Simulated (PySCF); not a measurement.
FH6NSi2, SMILES N[SiH2][SiH2]F. Atoms are numbered in the order given.

```xyz
10

Si     1.0537    -0.4023    -0.6362
F      1.9337    -0.2242     0.7339
Si    -1.0509     0.5904    -0.2772
N     -1.9462    -0.0721     1.0566
H      0.9332    -1.8717    -0.8959
H      1.8283     0.2103    -1.7599
H     -1.8524     0.4132    -1.5293
H     -0.8446     2.0481    -0.0166
H     -2.2730    -1.0306     0.9941
H     -1.6106     0.1193     1.9951
```
Charge 0, spin multiplicity 1.

Coordinates come from a PBE0-D3(BJ)/def2-SVP optimisation. The structure was generated by enumeration, and PubChem lists no compound with its InChIKey, so it may never have been made. Other conformers were not sampled.

Level of theory: PBE0-D3(BJ)/def2-SVP run with PySCF 2.14.0.

Frequencies are harmonic and unscaled.

List the normal modes with their intensities. (An estimate is asked for; the answer gives what the named calculation found.)


| mode | ν (cm⁻¹) | IR (km/mol) | moving atoms (share of kinetic energy) |
|---|---|---|---|
| 1 | 53 | 3.5 | F 35 %, N 27 %, H 22 %, Si 15 % |
| 2 | 106 | 8.8 | H 33 %, F 27 %, Si 20 %, N 20 % |
| 3 | 141 | 23.2 | H 92 % |
| 4 | 186 | 4.9 | Si 35 %, H 35 %, F 20 %, N 10 % |
| 5 | 400 | 18.5 | Si 55 %, H 38 % |
| 6 | 416 | 15.8 | H 55 %, Si 39 % |
| 7 | 443 | 247.9 | H 73 %, N 21 % |
| 8 | 528 | 16.4 | H 68 %, Si 28 % |
| 9 | 703 | 9.6 | H 95 % |
| 10 | 738 | 12.7 | H 91 % |
| 11 | 834 | 26.6 | N 43 %, H 36 %, Si 19 % |
| 12 | 843 | 35.6 | F 42 %, H 41 %, Si 17 % |
| 13 | 845 | 403.2 | H 85 %, Si 11 % |
| 14 | 892 | 134.4 | H 70 %, Si 19 %, N 9 % |
| 15 | 910 | 6.1 | H 73 %, Si 13 %, N 9 % |
| 16 | 925 | 92.2 | H 67 %, Si 19 %, F 8 % |
| 17 | 949 | 76.2 | H 91 % |
| 18 | 1549 | 38.0 | H 90 %, N 10 % |
| 19 | 2205 | 109.7 | H 98 % |
| 20 | 2216 | 57.4 | H 97 % |
| 21 | 2221 | 129.0 | H 96 % |
| 22 | 2228 | 171.7 | H 96 % |
| 23 | 3601 | 37.9 | H 96 % |
| 24 | 3698 | 35.6 | H 91 %, N 9 % |
